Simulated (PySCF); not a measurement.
Br3In, SMILES [Br][In-]([Br])[Br], charge -1, multiplicity 2.

The structure is a stationary point at PBE0-D3(BJ)/def2-SVPD. The def2 effective core potentials stand for the cores of In; spin–orbit coupling is left out.

All values below come from PySCF with PBE/def2-SVPD.

Gas-phase values at a fixed geometry.

Computed frontier levels, dipole moment and polarisability:
| Property | Value |
|---|---|
| α spin, highest occupied and lowest empty level | -1.07 and 2.28 eV |
| β spin, highest occupied and lowest empty level | -2.68 and -0.43 eV |
| dipole moment about the centre of nuclear charge | 0.356 e·Å |
| mean static polarisability | 147.0 bohr³ (21.79 Å³) |
| polarisability, principal values | 114.6, 163.2, 163.2 bohr³ |
| ⟨S²⟩ | 0.752 (pure state 0.75) |
